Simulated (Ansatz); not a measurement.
```yaml
crystal:
  periodic: [false, false, false]
  atoms:
    - {symbol: C, position_ang: [-0.530530, 1.237727, 0.217189]}
    - {symbol: B, position_ang: [0.006879, 0.029355, -0.603216]}
    - {symbol: C, position_ang: [0.537201, -1.238323, 0.128322]}
    - {symbol: F, position_ang: [0.994537, -2.259180, -0.691479]}
    - {symbol: H, position_ang: [-1.564546, 1.449732, -0.081366]}
    - {symbol: H, position_ang: [-0.499238, 1.124819, 1.303203]}
    - {symbol: H, position_ang: [0.026172, 2.142387, -0.055902]}
    - {symbol: H, position_ang: [0.013207, 0.068449, -1.800753]}
    - {symbol: H, position_ang: [-0.254084, -1.648485, 0.775171]}
    - {symbol: H, position_ang: [1.353603, -0.957681, 0.811728]}
basis:
  gaussian: {orbitals: cc-pVTZ-DK}
hamiltonian: {xc: {name: HF}}
correlation: {active_space: {window: {electrons: 6, orbitals: 2}}}
accuracy: high
scf: {lower_state_search: off}
```

```sh
$ ansatz run in.yaml --threads 2 --pin off --events-out ev --progress --plain --max-ram 4352MiB
```

Output, abridged:

```
Functional definition: HF
3683 factors; integrals over basis functions are off by at most 1.2e-8 eV
mean field evaluation 1: about -5535.9599 eV, gradient 3.1e1 eV
mean field evaluation 2: about -5535.9613 eV, gradient 3.1e1 eV
mean field evaluation 4: about -5538.4580 eV, gradient 3.6e0 eV
mean field evaluation 8: about -5538.4969 eV, gradient 2.1e-4 eV
mean field -5538.49685993 eV, -203.5360054745 hartree, gradient 1.2e-8 eV, S^2 0.000000; 0 other end points of the search recorded, 0 dependent functions left out
reference -5538.49685993 eV, -203.5360054745 hartree; 16, 16 occupied and 188, 188 virtual orbitals, 3683 factors
Error: 6 electrons in 2 orbitals form no window around the highest filled level of the reference
```

Q: What is wrong with this run?

A: The active space doesn't fit the electrons. The run stopped with an error.
